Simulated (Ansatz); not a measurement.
Input file for Ansatz (a quantum-chemistry and plane-wave program): U-PBE/cc-pVTZ on BeH2Se (SMILES [BeH][SeH]), a point of a bond scan (R = 3.392 Å).

Ansatz 0.2 input:
```yaml
crystal:
  periodic: [false, false, false]
  atoms:
    - {symbol: Be, position_ang: [-0.68973544, -0.76066788, -1.41803736]}
    - {symbol: H, position_ang: [-1.20927000, -1.34114003, -2.49064135]}
    - {symbol: Se, position_ang: [0.09181580, 0.16025393, 0.22400564]}
    - {symbol: H, position_ang: [1.82753056, -2.65742053, 0.96597060]}
basis:
  gaussian:
    orbitals: cc-pVTZ
hamiltonian:
  xc: {name: PBE}
magnetization: {spin_polarized: true, initial_magnetization: 0}
```

Output:

```
WARN ansatz: RAYON_NUM_THREADS=1 ignored (pool sized by the plan → 1); use --threads N
Functional definition: PBE
integrals: 0.02 GiB planned
662 factors; their error is unknown
mean field: 0.28 GiB planned
mean field evaluation 1: about -65764.9275 eV, gradient 1.8e1 eV
mean field evaluation 2: about -65748.9314 eV, gradient 4.1e1 eV
mean field evaluation 4: about -65764.2253 eV, gradient 1.5e1 eV
mean field evaluation 8: about -65770.1445 eV, gradient 1.5e-3 eV
mean field evaluation 16: about -65770.1782 eV, gradient 1.0e0 eV
mean field evaluation 32: about -65770.9210 eV, gradient 8.1e-6 eV
mean field evaluation 64: about -65769.7128 eV, gradient 1.8e0 eV
mean field evaluation 96: about -65768.4629 eV, gradient 8.8e0 eV
mean field -65770.92104563 eV, -2417.0367672954 hartree, gradient 3.3e-6 eV, S^2 0.930106; 9 other end points of the search recorded, 0 dependent functions left out
reference -65770.92108760 eV, -2417.0367688376 hartree; 20, 20 occupied and 81, 81 virtual orbitals, 662 factors
Total energy: -65770.92108760 eV, -2417.0367688376 hartree
```

The run converged. Its determinant has ⟨S²⟩ = 0.93, a mixture of spin states.

Cost: roughly 13 core-seconds.
